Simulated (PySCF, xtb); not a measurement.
2-methyl-1,3-dioxole (C4H6O2), SMILES C1(C)OC=CO1.

GFN2-xTB (xtb) at its own geometry gives an orbital gap of 4.43 eV and a dipole moment of 0.56 D.

The structure is a stationary point at PBE0-D3(BJ)/def2-SVP. Other conformers were not sampled.

Question: What does PBE/def2-TZVP (PySCF) give? (Estimate from the structure and the level; the computed values follow.)

Answer: gap 4.34 eV (levels -4.43 and -0.09 eV), dipole 0.54 D.
